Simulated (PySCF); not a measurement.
# I²⁺ (iodine, charge +2) across methods

[Kr] 4d10 5s2 5p2 6s1, high-spin 4P determinant (an excited configuration). All numbers are calculated (PySCF 2.14, scalar relativity by spin-free X2C-1e, in aug-cc-pwCVTZ-DK3 with one added diffuse shell each of s, p, d, f type (11s10p8d5f1g, 125 functions)).

```
 method  E (hartree)  mean ε 5s β (eV)  mean ε 5p α (eV)  mean ε 6s α (eV)  Σ⟨r²⟩ (bohr²)   ⟨S²⟩
  TPSSh     -7113.43           -38.761           -29.087           -13.230          54.82  3.752
LC-wPBE     -7113.26           -42.592           -32.743           -15.235          54.87  3.753
 r2SCAN     -7113.71           -38.565           -28.966           -13.091          55.04  3.753
    LDA     -7107.20           -38.989           -28.515           -13.320          54.21  3.751
    PBE     -7113.32           -38.460           -28.407           -13.151          54.51  3.751
  B97-3     -7113.34           -39.590           -29.717           -13.511          54.74  3.752
   PBE0     -7113.38           -39.588           -29.832           -13.639          54.74  3.752
```

Q: Estimate the same row for UHF.

A: E (hartree) = -7110.85850; mean ε 5s β (eV) = -41.543; mean ε 5p α (eV) = -33.206; mean ε 6s α (eV) = -14.695; Σ⟨r²⟩ (bohr²) = 55.66; ⟨S²⟩ = 3.756.

The outer electron is Rydberg-like, and this basis confines it to a smaller radius and binds it less than a complete one would.
